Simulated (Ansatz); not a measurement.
`[CH3][K]` + H₂O → `[OH][K]` + CH₄ at 400 K and 1 bar (formal hydrolysis of a K–C bond).

Isolated molecules relaxed with PBE0-D4/def2-TZVP in Ansatz; ΔE leaves out vibrations. CBS: MP2 limit from def2 TZ/QZ plus the TZ coupled-cluster correction, frozen cores. This one scheme is used for every species. For K outer-core shells are correlated without core-valence functions, which leaves a few kJ/mol of doubt a bond. Scalar relativity is left out up to krypton.

```tsv
species	CCSD(T)/CBS energy (Eh)	H − E (kJ/mol)	S (J/(mol·K))
`[CH3][K]`	-639.25569	102.6	273.4
H₂O	-76.37941	69.8	198.6
`[OH][K]`	-675.23723	46.8	249.6
CH₄	-40.46206	131.3	197.2
```

H − E and S are ideal-gas, rigid-rotor, harmonic terms from PBE0-D4/def2-TZVP. 1 Eh = 2625.50 kJ/mol, R = 8.31446 J/(mol·K).

Question: By hand: ΔE, ΔH, ΔS and ΔG.

Answer: ΔE = (-675.23723) + (-40.46206) − (-639.25569) − (-76.37941) = -0.06419 Eh = -168.5 kJ/mol. Δ(H − E) = 46.8 + 131.3 − 102.6 − 69.8 = 5.7, so ΔH = -162.8 kJ/mol. ΔS = 249.6 + 197.2 − 273.4 − 198.6 = -25.2 J/(mol·K). ΔG = -162.8 − 400 × (-25.2)/1000 = -152.7 kJ/mol.

Question: By hand: the equilibrium constant, and the temperature at which ΔG would vanish if ΔH and ΔS stayed fixed.

Answer: log₁₀ K = −ΔG/(RT ln 10) = 19.9. ΔG = 0 at ΔH/ΔS = 6460 K, far beyond where these terms or the molecules hold.

ΔH outweighs TΔS. A doubt of 5 kJ/mol in ΔE shifts log₁₀ K by 0.7 here. These are equilibria of isolated gas molecules and say nothing of rates. Largest T1 diagnostic: 0.017 (customary marks: 0.02 for closed shells, 0.045 for open ones).
